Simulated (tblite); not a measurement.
C5H9OSi (doublet state).
SMILES with atom numbers: `[OH:1][CH2:2][C@@H:3]1[C:4]=[CH:5][CH2:6][SiH2:7]1` (hydrogens: H8 on O1; H9, H10 on C2; H11 on C3; H12 on C5; H13, H14 on C6; H15, H16 on Si7)
Bond orders are those of one Lewis drawing.

Computed with GFN2-xTB (tblite), gas phase: L-BFGS steps from a force-field or distance-geometry start until the largest atomic force falls under 0.01 eV/Å.

Step 13: E = -570.1572 eV
```
atom  x, y, z in Å  |  force x, y, z in eV/Å
O1     -2.7741    0.3296   -0.9570    0.027   0.004   0.022
C2     -1.5252    0.9398   -0.7289   -0.015   0.015   0.011
C3     -0.6711    0.2077    0.3161    0.021   0.083  -0.027
C4      0.4356    1.0254    0.8011   -0.045  -0.056   0.013
C5      1.6960    0.7043    0.7431   -0.024  -0.010  -0.005
C6      2.0201   -0.6443    0.1018   -0.015   0.014   0.005
Si7     0.3058   -1.3516   -0.3734    0.024   0.045   0.036
H8     -3.3266    0.4548   -0.1769    0.033  -0.073  -0.004
H9     -1.6603    1.9842   -0.4116   -0.033   0.005  -0.014
H10    -1.0279    0.9460   -1.7002    0.065   0.010  -0.007
H11    -1.3337   -0.0783    1.1409    0.050   0.018   0.011
H12     2.5120    1.3051    1.1113   -0.018   0.006  -0.001
H13     2.5623   -1.2620    0.8203    0.004  -0.011  -0.022
H14     2.6874   -0.4934   -0.7487    0.005  -0.018  -0.003
H15     0.1301   -1.5003   -1.8140   -0.040  -0.007  -0.022
H16    -0.0380   -2.5578    0.3780   -0.041  -0.025   0.007
```

Step 14: E = -570.1581 eV
```
atom  x, y, z in Å  |  force x, y, z in eV/Å
O1     -2.7717    0.3302   -0.9583    0.014  -0.029   0.007
C2     -1.5239    0.9394   -0.7275   -0.010   0.037  -0.036
C3     -0.6689    0.2086    0.3158   -0.019   0.052  -0.015
C4      0.4364    1.0251    0.8010   -0.042  -0.003   0.030
C5      1.6966    0.7052    0.7431   -0.011  -0.005   0.007
C6      2.0184   -0.6427    0.1021    0.010  -0.018  -0.012
Si7     0.3058   -1.3521   -0.3737    0.006   0.041   0.028
H8     -3.3238    0.4479   -0.1774    0.021  -0.066   0.017
H9     -1.6605    1.9836   -0.4122   -0.030   0.028   0.006
H10    -1.0274    0.9468   -1.6989    0.078   0.009  -0.016
H11    -1.3318   -0.0759    1.1407    0.047   0.007   0.021
H12     2.5136    1.3043    1.1121   -0.025   0.008  -0.003
H13     2.5604   -1.2607    0.8202    0.013  -0.019  -0.017
H14     2.6857   -0.4916   -0.7480    0.013  -0.023  -0.012
H15     0.1256   -1.5012   -1.8145   -0.031  -0.005  -0.007
H16    -0.0423   -2.5581    0.3774   -0.032  -0.014   0.003
```

Task: Estimate the geometry and energy of step 15. (The exact step hangs on the optimiser's Hessian estimate; all steps are aligned on step 14, rigid shifts and turns removed.)

Result: E = -570.1590 eV, largest force 0.086 eV/Å
```
atom  x, y, z in Å  |  force x, y, z in eV/Å
O1     -2.7690    0.3303   -0.9595    0.002  -0.055  -0.015
C2     -1.5227    0.9398   -0.7268   -0.001   0.050  -0.070
C3     -0.6671    0.2106    0.3153   -0.050   0.010   0.002
C4      0.4367    1.0247    0.8015   -0.020   0.054   0.041
C5      1.6968    0.7060    0.7433    0.000  -0.001   0.017
C6      2.0170   -0.6412    0.1023    0.029  -0.041  -0.025
Si7     0.3057   -1.3520   -0.3737   -0.022   0.020   0.009
H8     -3.3205    0.4395   -0.1775    0.015  -0.058   0.034
H9     -1.6612    1.9835   -0.4127   -0.028   0.048   0.019
H10    -1.0253    0.9479   -1.6980    0.076   0.012  -0.017
H11    -1.3289   -0.0733    1.1410    0.032  -0.003   0.027
H12     2.5147    1.3036    1.1128   -0.030   0.009  -0.003
H13     2.5588   -1.2597    0.8197    0.020  -0.025  -0.010
H14     2.6843   -0.4901   -0.7477    0.019  -0.025  -0.020
H15     0.1205   -1.5021   -1.8151   -0.021   0.000   0.018
H16    -0.0474   -2.5585    0.3769   -0.020   0.007  -0.006
```

The energy changes by -0.0009 eV. The first-order estimate −F·Δx gives -0.0012 eV and the mean of the old and new forces, exact on a quadratic surface, -0.0009 eV. The step makes an angle of 62° with the force vector and moves no atom by more than 0.009 Å.

The cost below is that of the whole relaxation. On an Intel Xeon 6975P-C with one thread (shared host), this took 0.35 s.
